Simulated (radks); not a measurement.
Question: Valence configurations of Pt (all share [Xe]). Calculated with a radial shooting solver on a logarithmic mesh with Libxc functionals: scalar-relativistic Kohn-Sham, r2SCAN, spin-polarised, spherical densities, finite nucleus; open shells are filled with parallel spins first (spin-orbit coupling, left out, can overturn this in heavy ions); meta-GGA in the generalised Kohn-Sham scheme; Fermi nuclear charge, rms radius 5.427 fm. Order these by energy: 4f14 5d9 6s1; 4f13 5d9 6s1 6p1; 4f14 5d8 6s2; 4f13.5 5d9 6s1 6p0.5; 4f14 5d8 6s1 6p1; 4f14 5d9 6p1; 4f14 5d10; 4f14 5d9.5 6s0.5; 4f13 5d9 6s2; 4f14 5d7 6s1 6p2.

Answer: From the lowest, in eV above it: 4f14 5d9 6s1 0.000; 4f14 5d9.5 6s0.5 0.310; 4f14 5d10 0.461; 4f14 5d8 6s2 1.030; 4f14 5d9 6p1 5.435; 4f14 5d8 6s1 6p1 5.468; 4f14 5d7 6s1 6p2 12.315; 4f13.5 5d9 6s1 6p0.5 36.571; 4f13 5d9 6s2 71.687; 4f13 5d9 6s1 6p1 76.472. NIST lists [Xe] 4f14 5d9 6s1 as the ground configuration; this level of theory agrees among the configurations tried. The energies are those of spherical high-spin densities, not of single terms.
